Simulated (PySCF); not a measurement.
# Electron correlation in Ti(2+) (titanium, charge +2)

[Ar] 3d1 4s1, high-spin 3D determinant (an excited configuration). Computed with PySCF 2.14 in def2-TZVPPD (6s6p4d2f1g, 67 functions), with the non-relativistic Hamiltonian (point nucleus). Frozen: [Ar]; 2 electrons correlated.

With two correlated electrons CCSD is exact within the correlated space (frozen core and kept virtual orbitals).

| level | correlation energy (mhartree) |
| --- | --- |
| CCSD | -3.96 |

Diagnostics: T1 = 0.0044, D1 = 0.0084, largest double amplitude 0.014.

**Question.** Is a single reference adequate?

**Answer.** Yes: T1 lies below 0.03 and no double amplitude reaches 0.07.
